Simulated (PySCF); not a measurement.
## Vibration and rotation of NaPb

PBE0 constants of NaPb, ⁴Σ⁻ (quartet), unpaired electrons σ ↑, π ↑↑ (basis Na aug-cc-pVDZ, Pb aug-cc-pVDZ-PP with ECP60; scalar-relativistic core potentials; PySCF 2.14; masses 22.9898 and 207.9766 u):

```
ωe              : 163.8 cm⁻¹
ωexe            : 0.666 cm⁻¹
Be              : 0.091722 cm⁻¹
αe              : 0.000574 cm⁻¹
D (centrifugal) : 1.15e-07 cm⁻¹
De to Na + Pb   : 1.06 eV
```

Give the vibrational terms G(v) and spacings up to v = 3.

G(v) = ωe(v+½) − ωexe(v+½)².

```tsv
v	G(v) (cm⁻¹)	G(v) − G(v−1)	Bv (cm⁻¹)
0	82		0.09144
1	244	162	0.09086
2	405	161	0.09029
3	565	160	0.08971
```

How well does the Morse estimate ωe²/(4ωexe) reproduce De, and what is D0?

It gives 1.25 eV, 118 % of the computed De. D0 = De − G(0) = 1.06 − 0.01 = 1.05 eV.

These are scalar-relativistic numbers at best; spin–orbit coupling would shift them, the dissociation energy most. The state was picked by a PBE0 search and need not be the measured ground state.
